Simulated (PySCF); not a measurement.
**Nuclear quadrupole coupling in `CCc1ccc([S-])o1`**

C6H7OS (charge -1).
Z-matrix (Å and degrees, GFN2-xTB geometry), rows numbered from 1:
```
C 
C   1  1.5331
C   2  1.4922  1  112.04
C   3  1.3628  2  132.21  1   -95.22
C   4  1.4102  3  107.15  2   178.59
C   5  1.3823  4  106.62  3    -0.19
S   6  1.6860  5  130.77  4   179.79
O   3  1.3678  2  118.10  1    82.96
H   1  1.0875  2  109.73  3   -58.45
H   1  1.0907  2  110.92  3  -178.75
H   1  1.0886  2  110.11  3    60.73
H   2  1.0942  1  109.43  3  -120.88
H   2  1.0940  1  108.86  3   120.62
H   4  1.0769  3  125.85  2    -1.73
H   5  1.0728  4  127.66  3   179.49
```

Field gradients from the PBE0/pcSseg-1 density (PySCF, non-relativistic), principal values in atomic units, ordered |Vxx| ≤ |Vyy| ≤ |Vzz|:

```json
{"atom": "S7", "Vxx": "-0.7580", "Vyy": "-1.6522", "Vzz": "2.4101"}
{"atom": "O8", "Vxx": "-0.5593", "Vyy": "-0.9125", "Vzz": "1.4718"}
```

**Question.** Find the asymmetry η = (Vxx − Vyy)/Vzz and the couplings χ = eQV/h (234.96 MHz × Q in barn × V in au), with Q(33S) = −0.0678 b, Q(17O) = −0.0256 b.

**Answer.** 
```
atom        environment  nucleus     η  χzz (MHz)  χxx (MHz)  χyy (MHz)
  S7    thiolate sulfur      33S  0.37     -38.39      12.08      26.32
  O8  furan-type oxygen      17O  0.24      -8.85       3.36       5.49
```

**Question.** What is Vzz at O8 in SI units (1 au = 9.71736 × 10²¹ V/m²)?

**Answer.** 1.4718 au = 14.302 × 10²¹ V/m².

**Question.** And the gradient at the other heavy atoms, for which no coupling is worked out here?

**Answer.** 
```json
{"atom": "C1", "environment": "methyl carbon", "Vzz (au)": "0.044", "η": "0.99"}
{"atom": "C2", "environment": "benzylic-type carbon", "Vzz (au)": "0.048", "η": "0.95"}
{"atom": "C3", "environment": "substituted aromatic carbon", "Vzz (au)": "0.338", "η": "0.26"}
{"atom": "C4", "environment": "aromatic CH carbon", "Vzz (au)": "0.176", "η": "0.65"}
{"atom": "C5", "environment": "aromatic CH carbon", "Vzz (au)": "-0.031", "η": "0.14"}
{"atom": "C6", "environment": "substituted aromatic carbon", "Vzz (au)": "-0.367", "η": "0.42"}
```

**Question.** What couplings would deuterons (Q(2H) = 0.00286 b) have in place of the hydrogens, at this geometry?

**Answer.** 
```tsv
atom	bonded to	bond length (Å)	Vzz (au)	η	χzz (kHz)
H9	C1	1.087	0.3146	0.01	211
H10	C1	1.091	0.3153	0.01	212
H11	C1	1.089	0.3154	0.02	212
H12	C2	1.094	0.3053	0.01	205
H13	C2	1.094	0.3032	0.01	204
H14	C4	1.077	0.3487	0.06	234
H15	C5	1.073	0.3574	0.09	240
```

Isolated species at its GFN2-xTB geometry (one conformer only). The pcSseg-1 basis has no diffuse functions, a weakness for an anion. The HOMO energy is positive at this level (+0.11 eV), so the outermost electrons may be held by the finite basis alone. GFN2-xTB bond lengths can be off by several hundredths of an ångström, more for odd bonds, and the gradients follow them. The small basis limits the accuracy of the gradients.
